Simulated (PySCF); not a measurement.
C2H7FOSi, SMILES CC[SiH](O)F. Atoms are numbered in the order given.

```xyz
12

Si    -0.4438     0.3701     0.2407
O     -1.2018    -1.0251     0.7643
F     -1.4060     1.1618    -0.8315
C      1.1817     0.0194    -0.6305
C      2.1839    -0.7658     0.2285
H     -0.3107     1.2192     1.4627
H     -1.3038    -1.7223     0.0932
H      0.9509    -0.5272    -1.5725
H      1.6103     0.9931    -0.9555
H      2.4562    -0.2084     1.1487
H      3.1249    -0.9754    -0.3197
H      1.7606    -1.7378     0.5549
```

The structure is a stationary point at PBE-D3(BJ)/def2-SVP. Other conformers were not sampled.

Two levels are set side by side: PBE/pcSseg-1 (PySCF) and HF/pcSseg-1 (PySCF). GIAO shifts against CFCl3 (¹⁹F), H2O (¹⁷O), TMS (²⁹Si), TMS (¹H), TMS (¹³C) at the same level; non-relativistic, no solvent, atoms listed together averaged. Differences are taken from unrounded values.

| quantity | PBE |
|---|---|
| δ(²⁹Si) of Si1 (ppm) | 3.4 |
| δ(¹⁷O) of O2 (ppm) | 73.0 |
| δ(¹⁹F) of F3 (ppm) | -168.0 |
| δ(¹³C) of C4 (ppm) | 16.4 |
| δ(¹³C) of C5 (ppm) | 11.3 |
| δ(¹H) of H6 (ppm) | 5.36 |
| δ(¹H) of H7 (ppm) | 2.07 |

### Question
These are the PBE values. What does HF give? (The exact figures need the calculation; the answer reports its results.)

### Answer

```
quantity                  HF  PBE minus HF
--------------------  ------  ------------
δ(²⁹Si) of Si1 (ppm)   -11.1          14.6
δ(¹⁷O) of O2 (ppm)      41.5          31.5
δ(¹⁹F) of F3 (ppm)    -122.9         -45.2
δ(¹³C) of C4 (ppm)      10.2           6.2
δ(¹³C) of C5 (ppm)      10.3           1.0
δ(¹H) of H6 (ppm)       4.72          0.64
δ(¹H) of H7 (ppm)       2.51         -0.44
```

Rough cost on one machine, each run with all the roots and properties that it gave: HF against PBE within a factor of 2.
